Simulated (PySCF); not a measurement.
All values below come from PBE0-D3(BJ)/def2-TZVP (PySCF). Isolated molecules, 0 K electronic values unless said otherwise. One relaxed conformer stands for a flexible species; it need not be the lowest. Delta-SCF ions had no search for a lower state. Excitations are Tamm–Dancoff values on a coarser integration grid. The basis has no diffuse functions, so Rydberg states are missing or too high.

Reference species (SMILES): `C=[SiH]C(N)=O` (C–Si–C–O torsion 180°) (neutral, multiplicity 1).

```json
{
  "S1–T1 gap (TDA)": "1.63 eV",
  "vertical ionisation energy (Delta-SCF)": "8.73 eV"
}
```

Changed species: `C#C[SiH]=C` (X = ethynyl; the reference has X = carbamoyl).

**Question.** Give the shifts of the S1–T1 gap (TDA) and vertical ionisation energy (Delta-SCF).

**Answer.** the S1–T1 gap (TDA) goes up by 0.85 eV, to 2.48 eV; the vertical ionisation energy (Delta-SCF) falls by 0.35 eV, to 8.38 eV.
